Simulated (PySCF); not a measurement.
Cl3Y, charge +1, multiplicity 2. Atoms are numbered in the order given.

```xyz
4

Y      0.0000     0.0000    -0.6357
Cl     1.8773     1.0839     0.4861
Cl    -1.8773     1.0839     0.4861
Cl     0.0000    -2.1677     0.4861
```
Charge +1, spin multiplicity 2.

The structure is a stationary point at PBE0-D3(BJ)/def2-SVP. The geometry has at least one imaginary mode, so it is a saddle point at that level. The multiplicity is an assumed one; other spin states were not compared. The def2 effective core potentials stand for the cores of Y; spin–orbit coupling is left out.

Calculation: TDA-ωB97X/def2-SVPD run with PySCF.

Vertical excitations; the highest root listed may be one member of a degenerate set. The molecule is in vacuum.

Computed excitation energies, oscillator strengths and character:
| state | energy (eV) | λ (nm) | f | main pairs |
|---|---|---|---|---|
| root 1 | 0.32 | 3903 | 0.003 | β HOMO−3→LUMO, β HOMO→LUMO (degenerate set) |
| root 2 | 0.32 | 3901 | 0.003 | β HOMO−2→LUMO, β HOMO−1→LUMO (degenerate set) |
| root 3 | 0.86 | 1450 | 0.000 | β HOMO−4→LUMO 98 % |
| root 4 | 1.20 | 1032 | 0.075 | β HOMO−1→LUMO, β HOMO−5→LUMO, β HOMO−2→LUMO (degenerate set) |
| root 5 | 1.20 | 1032 | 0.075 | β HOMO→LUMO, β HOMO−6→LUMO, β HOMO−3→LUMO (degenerate set) |
| root 6 | 1.26 | 983 | 0.025 | β HOMO−6→LUMO, β HOMO→LUMO (degenerate set) |
| root 7 | 1.26 | 983 | 0.024 | β HOMO−5→LUMO, β HOMO−1→LUMO (degenerate set) |
| root 8 | 1.45 | 857 | 0.000 | β HOMO−7→LUMO 99 % |
| root 9 | 5.81 | 213 | 0.000 | β HOMO−1→LUMO+1, β HOMO−1→LUMO+6 (degenerate set) |
| root 10 | 5.81 | 213 | 0.000 | β HOMO→LUMO+1, β HOMO→LUMO+6 (degenerate set) |
Unrestricted roots are not spin-pure.
